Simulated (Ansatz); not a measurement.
```xyz
7

O    -0.918    1.566   -0.177
Ge   -0.304    0.115    0.639
B     1.447   -0.648   -0.098
O     0.500   -1.049   -0.861
H    -1.817    1.467   -0.499
H    -1.535   -0.766    0.952
H     2.627   -0.685    0.044
```

Total charge 0; spin multiplicity 1.

Question: List the ωB97M-V/def2-TZVPP orbital energies in eV (the Gaussian-basis code of Ansatz). (Best estimate.)

Answer: Computed: Occupied: -10867.14, -1362.92, -1210.70, -1210.63, -1210.60, -526.57, -526.18, -189.28, -174.74, -124.12, -123.94, -123.85, -36.97, -36.84, -36.76, -36.71, -36.60, -31.00, -30.31, -18.46, -16.29, -15.89, -14.58, -13.69, -13.32, -12.06, -11.63, -9.20. Lowest empty: 0.66, 1.00, 2.37, 2.43, 3.04, 3.75, 4.39, 4.74.
